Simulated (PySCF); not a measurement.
Radial density of Ru(2+) (ruthenium, charge +2)

r2SCAN0, [Kr] 4d5 5s1, high-spin 7S determinant (an excited configuration). Computed with PySCF 2.14 in aug-cc-pVTZ-PP with one added diffuse shell each of s, p, d, f, g type with ECP28MDF (7s7p6d4f3g, 113 functions), with a scalar-relativistic core potential. This is the valence pseudo-density: the core potential removes the inner electrons and smooths the orbitals near the nucleus.

```tsv
r (bohr)	4πr²ρ (e/bohr)	4πr²(ρα − ρβ)
0.0187	1.034e-05	0.0000
0.0314	2.646e-05	0.0000
0.0528	6.288e-05	0.0000
0.0888	0.0002023	0.0000
0.149	0.001659	0.0005
0.251	0.02639	0.0094
0.423	0.7107	0.1824
0.711	8.573	1.8877
1.20	11.52	3.9647
2.01	2.717	2.0465
3.38	0.3686	0.3653
5.69	0.005584	0.0056
```

Energies and moments cover only the electrons outside the core potential.
